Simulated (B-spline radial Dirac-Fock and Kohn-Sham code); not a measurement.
Two-hole binding energies of W⁵²⁺

System: tungsten as W⁵²⁺ in the configuration [Ar] 3d4.

The computed values come from an atomic code on a B-spline grid: Dirac-Fock ΔSCF + Breit + QED. U is the two-hole binding energy less the two single-hole energies, the effective repulsion of the holes after relaxation. Each two-hole energy is an average over J within one jj subconfiguration.

```csv
holes,E(a) (eV),E(b) (eV),E(ab) (eV),U (eV)
1s⁻²,72955.1,72955.1,147393.4,1483.2
1s⁻¹ 2p1/2⁻¹,72955.1,14903.3,88357.8,499.4
1s⁻¹ 3p3/2⁻¹,72955.1,5221.7,78357.4,180.6
2s⁻²,15441.0,15441.0,31183.4,301.4
2p1/2⁻²,14903.3,14903.3,30176.6,369.9
2s⁻¹ 2p3/2⁻¹,15441.0,13548.8,29267.0,277.2
2p1/2⁻¹ 2p3/2⁻¹,14903.3,13548.8,28777.5,325.3
2p3/2⁻²,13548.8,13548.8,27413.1,315.4
2p1/2⁻¹ 3s⁻¹,14903.3,5780.0,20842.5,159.2
2s⁻¹ 3p3/2⁻¹,15441.0,5221.7,?,?
2p1/2⁻¹ 3p3/2⁻¹,14903.3,5221.7,20286.7,161.7
2p3/2⁻¹ 3s⁻¹,13548.8,5780.0,19485.4,156.5
3p1/2⁻²,5554.2,5554.2,11241.0,132.6
3p3/2⁻²,5221.7,5221.7,10563.3,120.0
```

Task: Give the missing two-hole energy and U.

Result: E(ab) = 20818.3 eV and U = 155.7 eV.
